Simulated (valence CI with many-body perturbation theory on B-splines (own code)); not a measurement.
# Missing levels of Ce⁴⁵⁺

Calculated by relativistic CI+MBPT: three valence electrons over a frozen Dirac-Fock core [Ne], a basis of 11 s, 11 p, 10 d, 8 f, 5 g, 2 h functions for each j, with the one-electron correlation potential Σ1, the two-electron term Σ2, the three-electron term Σ3, Breit, model QED; selected CI, second order for the rest, scaled by the run's own slope (own B-spline code, finite nucleus).

No measured spectrum was set against this ion. As an estimate, large intervals hold to a few tenths of a per cent, small ones and those within an open d or f shell to about a per cent.

| Level | E (cm⁻¹) |
| --- | --- |
| (3s^2 3p1/2) J=1/2 | 0 |
| (3s 3p1/2^2) J=1/2 | ? |
| (3s^2 3p3/2) J=3/2 | 930270 |
| (3s 3p1/2 3p3/2) J=3/2 [a] | 1684400 |
| (3s 3p1/2 3p3/2) J=5/2 | 1785500 |
| (3s 3p1/2 3p3/2) J=3/2 [b] | 1920500 |
| (3s 3p1/2 3p3/2) J=1/2 | 1985900 |
| (3s^2 3d3/2) J=3/2 | 2303800 |
| (3s^2 3d5/2) J=5/2 | 2442500 |
| (3s 3p3/2^2) J=5/2 | ? |
| (3p1/2^2 3p3/2) J=3/2 | 2844000 |
| (3s 3p3/2^2) J=1/2 | 2920300 |
| (3s 3p1/2 3d3/2) J=3/2 [a] | 2957000 |
| (3s 3p3/2^2) J=3/2 | ? |
| (3s 3p1/2 3d3/2) J=5/2 | ? |
| (3s 3p1/2 3d3/2) J=1/2 | 3183000 |
| (3s 3p1/2 3d3/2) J=3/2 [b] | 3199300 |
| (3s 3p1/2 3d5/2) J=5/2 [a] | ? |
| (3s 3p1/2 3d5/2) J=7/2 | ? |
| (3s 3p1/2 3d5/2) J=5/2 [b] | 3379500 |

Levels are named by their leading jj configuration (3d3/2^4 stands for four electrons in 3d with j = 3/2), which in mixed levels can hold well under half, so a name can repeat and another be missing. Letters in brackets count levels of one name in rising energy.

Problem. The levels stand in rising order. What does the calculation give for the missing energies?

Solution. (3s 3p1/2^2) J=1/2 915980; (3s 3p3/2^2) J=5/2 2732300; (3s 3p3/2^2) J=3/2 2961900; (3s 3p1/2 3d3/2) J=5/2 3029200; (3s 3p1/2 3d5/2) J=5/2 [a] 3250400; (3s 3p1/2 3d5/2) J=7/2 3312600.
